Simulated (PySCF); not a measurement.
A structure optimised at PBE-D3(BJ)/def2-SVP, used in a PySCF frequency run:

```
O
Si 1 1.6956
H 2 1.4998 1 105.62
H 2 1.5043 3 109.97 1 120.04
H 2 1.5043 3 109.97 4 119.92
Sn 1 1.9758 2 128.46 3 180.00
Cl 6 2.3401 1 108.97 2 -120.13
Cl 6 2.3401 1 108.97 2 120.13
Cl 6 2.3498 1 108.15 2 0.00
```

Task: Write its SMILES, formula and point group.

Result: [SiH3][O][Sn]([Cl])([Cl])[Cl], Cl₃H₃OSiSn, Cs

Task: What are its rotational constants (standard atomic weights)?

Result: 1.0232, 0.69684, 0.66777 GHz
